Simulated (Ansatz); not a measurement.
Reaction (homolysis of the B–C bond): `CB(C)Cl` → `C[B]Cl`• + `[CH3]`•

Isolated molecules relaxed with PBE0-D4/def2-TZVP in Ansatz; ΔE leaves out vibrations. CBS: MP2 limit from def2 TZ/QZ plus the TZ coupled-cluster correction, frozen cores. This one scheme is used for every species. Open shells (•) are unrestricted, without spin–orbit coupling.

```json
{"species": "`CB(C)Cl`", "CCSD(T)/CBS(def2) energy (Eh)": "-564.35192"}
{"species": "`C[B]Cl`•", "CCSD(T)/CBS(def2) energy (Eh)": "-524.39586"}
{"species": "`[CH3]`•", "CCSD(T)/CBS(def2) energy (Eh)": "-39.78218"}
```

Problem. Work out ΔE.

Solution. ΔE = (-524.39586) + (-39.78218) − (-564.35192) = 0.17388 Eh = +4.73 eV.

Largest T1 diagnostic among the species: 0.014.

The D4 term adds +0.11 eV with B3LYP and +0.06 eV with PBE0; it sums over pairs of atoms, weighted by their polarisabilities, and B3LYP, whose exchange is more repulsive, gets the larger term. In def2-TZVPP, CCSD(T) changes the Hartree–Fock value by +1.17 eV (the triples alone add +0.09 eV) and MP2 by +1.32 eV; breaking electron pairs costs correlation energy, which Hartree–Fock lacks.

B3LYP here is the variant with VWN-RPA as its local correlation; programs differ in this.
